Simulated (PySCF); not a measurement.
Ligands exchanged one at a time, Al H-SH. Isolated molecules, 0 K electronic values unless said otherwise. One relaxed conformer stands for each flexible species; it need not be the lowest. Strings in code marks are SMILES.

Level of theory: PBE-D3(BJ)/def2-TZVP // PBE0-D3(BJ)/def2-TZVP (PySCF). All candidates: neutral, multiplicity 1. Excitations are Tamm–Dancoff values on a coarser integration grid. The basis has no diffuse functions, so Rydberg states are missing or too high.

HOMO–LUMO gap: 5.04 eV
S1 excitation (TDA): 5.09 eV
T1 excitation (TDA): 4.89 eV

**Question.** Say which member has these values.
A. `[SH][Al]([SH])[SH]`
B. `[AlH2][SH]`
C. `[SH][AlH][SH]` (H–S–Al–S torsion 0°, S–Al–S–H torsion 0°)

**Answer.** A, `[SH][Al]([SH])[SH]`. The others give `[AlH2][SH]`: 4.54 eV, 5.14 eV, 4.19 eV; `[SH][AlH][SH]` (H–S–Al–S torsion 0°, S–Al–S–H torsion 0°): 4.74 eV, 5.22 eV, 4.49 eV
